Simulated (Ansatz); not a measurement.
CH10AlNSi2, SMILES `[CH3][AlH][N]([SiH3])[SiH3]`. Total charge 0; spin multiplicity 1. The structure was optimised at the PBE0-D4/def2-TZVP level. It is one conformer, not always the lowest.

```xyz
15

C    -1.910    1.081   -1.368
Al   -1.351    0.274    0.312
N     0.357   -0.278    0.455
Si    1.436   -0.128   -0.896
Si    0.993   -0.960    1.917
H    -1.150    1.750   -1.782
H    -2.836    1.652   -1.254
H    -2.096    0.310   -2.125
H    -2.293    0.055    1.565
H     2.666   -0.923   -0.627
H     1.838    1.286   -1.133
H     0.803   -0.634   -2.143
H     1.385   -2.384    1.731
H     2.203   -0.219    2.370
H    -0.044   -0.881    2.978
```

**Question.** What is the dipole moment at B3LYP/def2-TZVPP? (Estimate.)

**Answer.** Ansatz gave: 1.02 D, with components (-0.70, 0.42, -0.62) D in this frame, pointing from negative to positive charge.

**Question.** And with PBE, r2SCAN, ωB97M-V? (An estimate is asked.)

**Answer.** Computed: PBE 1.07 D, r2SCAN 1.08 D, ωB97M-V 1.06 D.

**Question.** Give the Mulliken charges with B3LYP, r2SCAN, ωB97M-V in def2-TZVPP. (Estimate.)

**Answer.** Computed: 
```
atom  B3LYP  r2SCAN  ωB97M-V
  C1  -0.46   -0.40    -0.54
 Al2   0.45    0.52     0.44
  N3  -0.29   -0.39    -0.34
 Si4   0.27    0.31     0.17
 Si5   0.28    0.32     0.18
  H6   0.10    0.07     0.12
  H7   0.10    0.07     0.12
  H8   0.10    0.08     0.12
  H9  -0.13   -0.14    -0.10
 H10  -0.07   -0.07    -0.02
 H11  -0.07   -0.08    -0.03
 H12  -0.07   -0.08    -0.03
 H13  -0.07   -0.08    -0.03
 H14  -0.07   -0.08    -0.03
 H15  -0.06   -0.06    -0.02
```

B3LYP here is the variant with VWN-RPA as its local correlation; programs differ in this.
